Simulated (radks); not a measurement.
Results of a calculation; reference values are marked as such.
Question: Sb2+, 49 electrons, occupied as [Kr] 4d10 5s2 5p1 (the NIST ground configuration). Level of theory: Dirac Kohn-Sham, LDA (Slater exchange, Perdew-Wang correlation), spin-unpolarised, spherical densities, finite nucleus; open shells fill j = l - 1/2 first; Fermi nuclear charge, rms radius 4.6802 fm (a radial shooting solver on a logarithmic mesh with Libxc functionals).

Spin-orbit splittings of the eigenvalues, e(l+1/2) - e(l-1/2), with zeta = 2 splitting/(2l+1) and mean radii in bohr:

| shell | occ. | splitting (eV) | zeta (eV) | <r> j=l-1/2 | <r> j=l+1/2 |
|---|---|---|---|---|---|
| 2p | 6 | 251.5 | 167.6 | 0.1033 | 0.1088 |
| 3p | 6 | ? | ? | 0.3212 | 0.3326 |
| 3d | 10 | 9.652 | 3.861 | 0.3035 | 0.3071 |
| 4p | 6 | 8.683 | 5.788 | 0.8319 | 0.8615 |
| 4d | 10 | 1.260 | 0.5039 | 1.019 | 1.032 |
| 5p | 1 | 0.9029 | 0.6019 | 2.427 | 2.509 |

Estimate the 3p splitting.

Answer: 46.39 eV (zeta = 30.93 eV).
